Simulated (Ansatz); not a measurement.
`CB(O)[SeH]` + `[OH][Al-]1([OH])[O]C(C(F)(F)F)=CC(C(F)(F)F)=[O+]1` → `C[B-]1(O)OC(C(F)(F)F)=CC(C(F)(F)F)=[O+]1` + `[OH][Al]([OH])[SeH]`  (redistribution)

Computed with Ansatz on PBE0-D4/def2-TZVP structures; ΔE is electronic, products minus reactants. CCSD(T)/CBS adds triple-zeta CCSD(T) − MP2 to the extrapolated MP2 energy (def2 sets, frozen cores). Functionals use def2-TZVPP. For Se outer-core shells are correlated without core-valence functions, which leaves a few kJ/mol of doubt a bond. Scalar relativity is left out up to krypton. Each species was taken in one conformer, which may not be the lowest.

```csv
level,ΔE (kJ/mol),difference from CCSD(T)/CBS
PBE-D4,88.8,-4.6
revPBE-D4,90.2,-3.2
B97M-V,98.7,5.3
r2SCANh-D4,96.3,2.9
r2SCAN0-D4,96.6,3.2
B2PLYP,98.2,4.8
r2SCAN0,97.1,3.7
HF/def2-TZVPP,113.5,20.1
HF/def2-QZVPP,116.0,22.6
SCS-MP2/def2-QZVPP,95.6,2.2
CCSD(T)/CBS,93.4,0
```

Largest T1 diagnostic among the species: 0.015.

From BLYP to BHLYP (50 % exact exchange), in def2-TZVPP and without D4, ΔE moves by +3.8 kJ/mol. At CCSD(T), def2-SVP lies +4.4 kJ/mol from the extrapolated value and def2-TZVPP −2.8 kJ/mol. In def2-TZVPP, CCSD(T) changes the Hartree–Fock value by −22.9 kJ/mol (the triples alone add −4.3 kJ/mol) and MP2 by −25.4 kJ/mol.
